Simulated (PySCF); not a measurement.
GaF3, SMILES [F][Ga]([F])[F]. Geometry: PBE-D3(BJ)/def2-SVP. The isomer is the one that the SMILES or the coordinates give; other isomers of the formula were not compared.

Task: Give the equilibrium geometry at PBE-D3(BJ)/def2-SVP (PySCF confirms it by a frequency run) as a Z-matrix, and its point group. (An estimate is asked for; the answer gives what the named calculation found.)

Result: point group D3h.
```
Ga
F 1 1.7464
F 1 1.7464 2 120.00
F 1 1.7464 2 120.00 3 180.00
```
